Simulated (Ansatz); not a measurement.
Basis-set extrapolation for C₂H₆F₂OSi (`C[Si](F)(F)CO`) (PBE0-D4/def2-TZVP geometry, frozen core, the Gaussian-basis code of Ansatz). Multiplicity 1, RHF reference.

```json
{"": "HF", "def2-TZVPP": "-642.224129", "def2-QZVPP": "-642.250390"}
{"": "MP2 correlation", "def2-TZVPP": "-1.203982", "def2-QZVPP": "-1.304809"}
{"": "CCSD(T) correlation", "def2-TZVPP": "-1.277852", "def2-QZVPP": "not run"}
```

Energies in hartree. Use E(X) = E(∞) + A·exp(−7.88·√X) for Hartree–Fock and E(X) = E(∞) + B·X^(−2.97) for correlation, with X = 3 and 4, and add CCSD(T) minus MP2 of the smaller set to the MP2 limit.

Question: What is the CCSD(T) energy at the basis-set limit?

Answer: HF limit: -642.250390 + (-0.026261) × 0.13774 = -642.25401. MP2 limit: -1.304809 + (-0.100827) × 0.74074 = -1.37950. Higher-order term: -1.277852 − (-1.203982) = -0.07387. Total: -643.70738 hartree, 5.59 eV below CCSD(T)/def2-TZVPP.
